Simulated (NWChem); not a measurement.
System: CH5BBrN; SMILES CB(N)Br

NWChem input:

```
start job
memory heap 200 mb stack 900 mb global 1100 mb
geometry units angstroms
  B      0.691342     0.767750     0.242730
  Br    -0.543713    -0.619203    -0.183009
  C      0.595404     2.160930    -0.496139
  H      0.699568     2.042266    -1.574751
  H      1.341016     2.876491    -0.155835
  H     -0.378820     2.623504    -0.337350
  N      1.644888     0.490261     1.203117
  H      2.342985     1.149946     1.501715
  H      1.715965    -0.395122     1.679643
end
basis spherical
  * library def2-svp
end
dft
  xc pbe0
  iterations 150
end
driver
  maxiter 120
end
task dft optimize
task dft freq
```

NWChem printed, in part:

```
             Northwest Computational Chemistry Package (NWChem) 7.3.0
             --------------------------------------------------------

 C1  symmetry detected

                             Geometry "geometry" -> ""
                             -------------------------

 Output coordinates in angstroms (scale by  1.889725989 to convert to a.u.)

  No.       Tag          Charge          X              Y              Z
 ---- ---------------- ---------- -------------- -------------- --------------
    1 B                    5.0000     0.06368507    -0.90944412     0.00003582
    2 Br                  35.0000    -0.02079601     0.99400436     0.00000725
    3 C                    6.0000    -1.27009021    -1.75627548     0.00150984
    4 H                    1.0000    -1.88309571    -1.52334150     0.87231472
    5 H                    1.0000    -1.09382706    -2.82975429    -0.01709526
    6 H                    1.0000    -1.88383172    -1.52397356    -0.86892581
    7 N                    7.0000     1.31959034    -1.48502656     0.00040069
    8 H                    1.0000     1.47690413    -2.47847348     0.00063737
    9 H                    1.0000     2.17669417    -0.95455043     0.00077224

 Effective nuclear repulsion energy (a.u.)     220.5199553874

                                Z-matrix (autoz)
                                --------

 Units are Angstrom for bonds and degrees for angles

      Type          Name      I     J     K     L     M      Value
      ----------- --------  ----- ----- ----- ----- ----- ----------
    1 Stretch                  1     2                       1.90532
    2 Stretch                  1     3                       1.57990
    3 Stretch                  1     7                       1.38152
    4 Stretch                  3     4                       1.09011
    5 Stretch                  3     5                       1.08801
    6 Stretch                  3     6                       1.09009
    7 Stretch                  7     8                       1.00583
    8 Stretch                  7     9                       1.00798
    9 Bend                     1     3     4               111.15817
   10 Bend                     1     3     5               113.08277
   11 Bend                     1     3     6               111.12105
   12 Bend                     1     7     8               123.62019
   13 Bend                     1     7     9               123.62391
   14 Bend                     2     1     3               119.87068
   15 Bend                     2     1     7               117.16333
   16 Bend                     3     1     7               122.96594
   17 Bend                     4     3     5               108.39621
   18 Bend                     4     3     6               106.00486
   19 Bend                     5     3     6               106.72710
   20 Bend                     8     7     9               112.75590
   21 Torsion                  2     1     3     4         -58.86364
   22 Torsion                  2     1     3     5         178.94183
   23 Torsion                  2     1     3     6          58.94038
   24 Torsion                  2     1     7     8         179.98707
   25 Torsion                  2     1     7     9           0.00850
   26 Torsion                  3     1     7     8           0.06740
   27 Torsion                  3     1     7     9        -179.91117
   28 Torsion                  4     3     1     7         121.05394
   29 Torsion                  5     3     1     7          -1.14058
   30 Torsion                  6     3     1     7        -121.14204

                           NWChem Geometry Optimization
                           ----------------------------

 maximum gradient threshold         (gmax) =   0.000450
 rms gradient threshold             (grms) =   0.000300
 maximum cartesian step threshold   (xmax) =   0.001800
 rms cartesian step threshold       (xrms) =   0.001200
 fixed trust radius                (trust) =   0.300000
 source of zmatrix                         =   autoz

          -------------------
          Energy Minimization
          -------------------

 Using diagonal initial Hessian
 Scaling for Hessian diagonals: bonds = 1.00  angles = 0.25  torsions = 0.10

          --------
          Step   0

                                 NWChem DFT Module
                                 -----------------

 Summary of "ao basis" -> "ao basis" (spherical)
 ------------------------------------------------------------------------------
       Tag                 Description            Shells   Functions and Types
 ---------------- ------------------------------  ------  ---------------------
 B                          def2-svp                 6       14   3s2p1d
 Br                         def2-svp                12       32   5s4p3d
 C                          def2-svp                 6       14   3s2p1d
 H                          def2-svp                 3        5   2s1p
 N                          def2-svp                 6       14   3s2p1d

            General Information
            -------------------
          SCF calculation type: DFT
          Wavefunction type:  closed shell.
          No. of atoms     :     9
          No. of electrons :    58
           Alpha electrons :    29
            Beta electrons :    29
          Charge           :     0
          Spin multiplicity:     1
          Use of symmetry is: off; symmetry adaption is: off
          Maximum number of iterations: 150
          AO basis - number of functions:    99
                     number of shells:    45
          Convergence on energy requested:  1.00D-06
          Convergence on density requested:  1.00D-05
          Convergence on gradient requested:  5.00D-04

              XC Information
              --------------
                         PBE0 Method XC Functional
                     Hartree-Fock (Exact) Exchange  0.250
          PerdewBurkeErnzerhof Exchange Functional  0.750
            Perdew 1991 LDA Correlation Functional  1.000 local
           PerdewBurkeErnz. Correlation Functional  1.000 non-local

             Grid Information
             ----------------
          Grid used for XC integration:  medium
          Radial quadrature: Mura-Knowles
          Angular quadrature: Lebedev.
          Tag              B.-S. Rad. Rad. Pts. Rad. Cut. Ang. Pts.
          ---              ---------- --------- --------- ---------
          B                   0.85       49           8.0       434
          Br                  1.15      112          11.0       590
          C                   0.70       49          10.0       434
          H                   0.35       45          11.0       434
          N                   0.65       49          10.0       434
          Grid pruning is: on
          Number of quadrature shells:   484
          Spatial weights used:  Erf1

      Superposition of Atomic Density Guess
      -------------------------------------

 Sum of atomic energies:       -2690.95519035

      Non-variational initial energy
      ------------------------------

 Total energy =   -2693.070914
 1-e energy   =   -4179.047032
 2-e energy   =    1265.456162
 HOMO         =      -0.371677
 LUMO         =       0.064826

   convergence    iter        energy       DeltaE   RMS-Dens  Diis-err
 ---------------- ----- ----------------- --------- --------- ---------
 d= 0,ls=0.0,diis     1  -2694.0788548905 -2.91D+03  7.36D-03  4.36D-01
 d= 0,ls=0.0,diis     2  -2694.0990258334 -2.02D-02  3.80D-03  2.79D-01
 d= 0,ls=0.0,diis     3  -2694.1248889395 -2.59D-02  1.09D-03  3.17D-02
 d= 0,ls=0.0,diis     4  -2694.1283489430 -3.46D-03  3.32D-04  2.33D-03
 d= 0,ls=0.0,diis     5  -2694.1285846324 -2.36D-04  6.62D-05  6.32D-05
  Resetting Diis
 d= 0,ls=0.0,diis     6  -2694.1285920853 -7.45D-06  1.75D-05  3.64D-06
 d= 0,ls=0.0,diis     7  -2694.1285925064 -4.21D-07  1.04D-05  3.32D-07
 d= 0,ls=0.0,diis     8  -2694.1285924835  2.29D-08  5.66D-06  4.90D-07

[...]

      ----------------------
      Optimization converged
      ----------------------

  Step       Energy      Delta E   Gmax     Grms     Xrms     Xmax
  ---- ---------------- -------- -------- -------- -------- --------
@    6   -2694.12993518 -6.6D-08  0.00002  0.00001  0.00033  0.00113
                                     ok       ok       ok       ok

                                Z-matrix (autoz)
                                --------

 Units are Angstrom for bonds and degrees for angles

      Type          Name      I     J     K     L     M      Value     Gradient
      ----------- --------  ----- ----- ----- ----- ----- ---------- ----------
    1 Stretch                  1     2                       1.95300    0.00001
    2 Stretch                  1     3                       1.56834    0.00001
    3 Stretch                  1     7                       1.39011   -0.00002
    4 Stretch                  3     4                       1.10197    0.00001
    5 Stretch                  3     5                       1.10110    0.00001
    6 Stretch                  3     6                       1.10191    0.00001
    7 Stretch                  7     8                       1.01194    0.00000
    8 Stretch                  7     9                       1.01156   -0.00001
    9 Bend                     1     3     4               110.31212    0.00000
   10 Bend                     1     3     5               113.14481   -0.00000
   11 Bend                     1     3     6               110.34702    0.00001
   12 Bend                     1     7     8               122.16790   -0.00001
   13 Bend                     1     7     9               123.23245    0.00001
   14 Bend                     2     1     3               118.93005    0.00000
   15 Bend                     2     1     7               116.73765   -0.00001
   16 Bend                     3     1     7               124.33229    0.00001
   17 Bend                     4     3     5               108.30569   -0.00000
   18 Bend                     4     3     6               106.14508    0.00000
   19 Bend                     5     3     6               108.31461   -0.00001
   20 Bend                     8     7     9               114.59965   -0.00001
   21 Torsion                  2     1     3     4         -58.79046   -0.00001
   22 Torsion                  2     1     3     5         179.71256   -0.00001
   23 Torsion                  2     1     3     6          58.17862    0.00000
   24 Torsion                  2     1     7     8         179.99421   -0.00000
   25 Torsion                  2     1     7     9          -0.00465   -0.00000
   26 Torsion                  3     1     7     8           0.00561   -0.00000
   27 Torsion                  3     1     7     9        -179.99325   -0.00000
   28 Torsion                  4     3     1     7         121.19791   -0.00000
   29 Torsion                  5     3     1     7          -0.29908   -0.00000
   30 Torsion                  6     3     1     7        -121.83301    0.00000

                         Geometry "geometry" -> "geometry"
                         ---------------------------------

 Output coordinates in angstroms (scale by  1.889725989 to convert to a.u.)

  No.       Tag          Charge          X              Y              Z
 ---- ---------------- ---------- -------------- -------------- --------------
    1 B                    5.0000     0.06125313    -0.93275722    -0.00082587
    2 Br                  35.0000    -0.04066350     1.01757786     0.00058754
    3 C                    6.0000    -1.26991618    -1.76202563    -0.00273814
    4 H                    1.0000    -1.87858783    -1.51045792     0.88075600
    5 H                    1.0000    -1.10191026    -2.85021924    -0.00850017
    6 H                    1.0000    -1.88231840    -1.50155907    -0.88098751
    7 N                    7.0000     1.33366998    -1.49253805     0.00018754
    8 H                    1.0000     1.48187397    -2.49356684    -0.00034192
    9 H                    1.0000     2.18183206    -0.94128894     0.00151939

 Effective nuclear repulsion energy (a.u.)     218.0463029058

                Final and change from initial internal coordinates
                --------------------------------------------------

                                Z-matrix (autoz)
                                --------

 Units are Angstrom for bonds and degrees for angles

[...]

 Rotational Constants
 --------------------
 A=   0.274872 cm-1  (  0.395470 K)
 B=   0.094110 cm-1  (  0.135400 K)
 C=   0.071031 cm-1  (  0.102195 K)

 Temperature                      =   298.15K
 frequency scaling parameter      =   1.0000

 Zero-Point correction to Energy  =   43.351 kcal/mol  (  0.069083 au)
 Thermal correction to Energy     =   46.823 kcal/mol  (  0.074617 au)
 Thermal correction to Enthalpy   =   47.415 kcal/mol  (  0.075561 au)

 Total Entropy                    =   75.882 cal/mol-K
   - Translational                =   40.292 cal/mol-K (mol. weight = 121.9680)
   - Rotational                   =   26.265 cal/mol-K (symmetry #  =        1)
   - Vibrational                  =    9.326 cal/mol-K

 Cv (constant volume heat capacity) =   18.601 cal/mol-K
   - Translational                  =    2.979 cal/mol-K
   - Rotational                     =    2.979 cal/mol-K
   - Vibrational                    =   12.642 cal/mol-K

[normal modes left out]

 ----------------------------------------------------------------------------
 Normal Eigenvalue ||           Projected Infra Red Intensities
  Mode   [cm**-1]  || [atomic units] [(debye/angs)**2] [(KM/mol)] [arbitrary]
 ------ ---------- || -------------- ----------------- ---------- -----------
    1       -0.000 ||    0.001099           0.025         1.071       0.323
    2       -0.000 ||    0.000006           0.000         0.005       0.002
    3       -0.000 ||    0.000015           0.000         0.015       0.004
    4       -0.000 ||    0.000604           0.014         0.589       0.178
    5        0.000 ||    0.000449           0.010         0.438       0.132
    6        0.000 ||    0.002327           0.054         2.269       0.685
    7      125.037 ||    0.001518           0.035         1.480       0.447
    8      254.866 ||    0.000581           0.013         0.567       0.171
    9      303.715 ||    0.001302           0.030         1.269       0.383
   10      401.122 ||    0.009548           0.220         9.308       2.810
   11      518.340 ||    0.023132           0.534        22.550       6.809
   12      540.863 ||    0.137537           3.173       134.078      40.485
   13      604.381 ||    0.036329           0.838        35.416      10.694
   14      843.083 ||    0.002776           0.064         2.706       0.817
   15      847.500 ||    0.000978           0.023         0.954       0.288
   16      882.384 ||    0.012551           0.290        12.235       3.694
   17     1121.424 ||    0.204787           4.725       199.636      60.281
   18     1306.358 ||    0.056372           1.301        54.954      16.594
   19     1387.176 ||    0.093680           2.161        91.324      27.576
   20     1428.532 ||    0.007628           0.176         7.436       2.245
   21     1451.008 ||    0.008627           0.199         8.410       2.539
   22     1595.850 ||    0.199885           4.612       194.858      58.838
   23     3055.658 ||    0.003351           0.077         3.267       0.987
   24     3149.522 ||    0.001686           0.039         1.644       0.496
   25     3155.991 ||    0.015538           0.358        15.147       4.574
   26     3627.503 ||    0.052391           1.209        51.074      15.422
   27     3738.299 ||    0.042545           0.982        41.475      12.524
 ----------------------------------------------------------------------------
```

Level: PBE0/def2-SVP. This build's default masses of Se (78.918 u) and Br (79.917 u) are each other's, which moves their modes by up to 0.6 %.
